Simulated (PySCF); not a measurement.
Structure problem from calculated spectra and properties.

Formula: C5H10SSi.

| Item | Value |
| --- | --- |
| Polarisability | 100.9 au [CAM-B3LYP/def2-SVPD] |
| 13C NMR | chemical shifts (computed TMS as zero) by class: 55.3 (3 C), 43.8 (1 C), 27.8 (1 C) ppm [GIAO PBE0/pcSseg-1] |
| Dipole | 1.75 D [CAM-B3LYP/def2-SVPD] |
| NMR, other nuclei | isotropic shieldings of nuclei other than C and H, by class: 411 (1 Si), 640 (1 S) ppm [GIAO PBE0/pcSseg-1] |
| UV, first state | lowest singlet excitation: 5.74 eV (216 nm, f = 0.011) [TDDFT CAM-B3LYP/def2-SVPD] |
| UV, strongest line | among the 8 lowest singlet transitions: S8 at 7.62 eV (163 nm, f = 0.126) [TDDFT CAM-B3LYP/def2-SVPD] |
| Rotational structure | rotational constants A, B, C: 3.801, 1.213, 1.089 GHz [GFN2-xTB] |
| Triplet | lowest triplet excitation (Tamm–Dancoff): 5.41 eV [TDA CAM-B3LYP/def2-SVPD] |

The electronic properties come from PySCF, for the isolated species, density fitting. Levels stand in brackets. One conformer (not necessarily the lowest) at the GFN2-xTB geometry, without solvent, vibrations or thermal averaging. NMR classes are plain means over equivalent atoms (diastereotopic ones count apart unless rotation or inversion swaps them), as if these changed places fast.

Question: What is the compound? Reason from the data.

Answer: Numbering: `[SiH3:1][S:2][C@:3]12[CH2:4][C@H:5]([CH2:6]1)[CH2:7]2`. Its formula, C5H10SSi, gives 2 degrees of unsaturation: 2 rings and 0 π bonds in the structure found. 5 carbons fall into 3 classes; from least to most shielded: four-membered-ring carbon [C4/C6/C7] (55.3 ppm, 3 C), ring sp3 carbon bound to sulfur [C3] (43.8 ppm), sp3 carbon at a ring junction [C5] (27.8 ppm). The other shieldings belong to: 411 ppm, SiH3 silicon [Si1]; 640 ppm, sulfur bonded to C and Si [S2]. The optimised geometry has point group Cs and is an asymmetric top. Structure: `[SiH3]SC12CC(C1)C2`. Computed isomers that give other values at the same levels: `C[SiH2]S[C@]12C[C@H]1C2` (13C chemical shifts (computed TMS as zero) by class: 39.4 (2 C), 16.3 (1 C), 9.9 (1 C), -1.5 (1 C) ppm); `C/C=C(/[SiH3])C(C)=S` (13C chemical shifts (computed TMS as zero) by class: 267.3 (1 C), 158.7 (1 C), 151.8 (1 C), 44.8 (1 C), 21.6 (1 C) ppm); `CS[SiH]1CC=CC1` (13C chemical shifts (computed TMS as zero) by class: 137.7 (2 C), 21.6 (2 C), 14.1 (1 C) ppm). The assignments are read from this structure; whether some other isomer fits the data as well wasn't checked.

Shape of the structure used: `[SiH3:1][S:2][C@:3]12[CH2:4][C@H:5]([CH2:6]1)[CH2:7]2`: Si1–S2–C3–C4 180°.
